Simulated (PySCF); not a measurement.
A structure optimised at PBE-D3(BJ)/def2-SVP, used in a PySCF frequency run:

```xyz
10

C      2.0621     1.9414     0.2704
C      1.3372     1.0164    -0.0908
Si     0.1810    -0.3185    -0.5825
F      0.8120    -1.7705    -0.1345
Si    -1.8631    -0.0011     0.5331
H      2.7070     2.7531     0.5832
H      0.0481    -0.3246    -2.0779
H     -2.8378    -1.0908     0.1767
H     -1.6326    -0.0044     2.0191
H     -2.4387     1.3279     0.1218
```

Q: Write its SMILES and formula.

A: C#C[Si@@H](F)[SiH3], C₂H₅FSi₂

Q: What are its rotational constants (standard atomic weights)?

A: 3.6947, 2.0523, 1.4504 GHz
